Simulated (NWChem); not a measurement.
isopropylamine (C₃H₉N); SMILES CC(C)N

```xyz
13

C      0.6930     0.1115    -1.2576
C     -0.0224    -0.3589     0.0000
C      0.6930     0.1115     1.2576
N     -1.3779     0.1726     0.0000
H      1.7277    -0.2618    -1.2926
H      0.7129     1.2119    -1.2928
H      0.1795    -0.2451    -2.1653
H      0.0004    -1.4724     0.0000
H      0.1795    -0.2451     2.1653
H      0.7129     1.2119     1.2928
H      1.7277    -0.2618     1.2926
H     -1.8887    -0.1653     0.8140
H     -1.8887    -0.1653    -0.8140
```
Atoms are numbered in this order, from 1.

Computed with NWChem. Geometry: optimised at PBE0/def2-SVP.

For level PBE/def2-TZVP:

| Item | Value |
|---|---|
| orbital gap (eV) | 5.53 |

**Question.** What are these values for level BLYP/def2-TZVP?

**Answer.** 
| Property | Value |
|---|---|
| orbital gap (eV) | 5.42 |
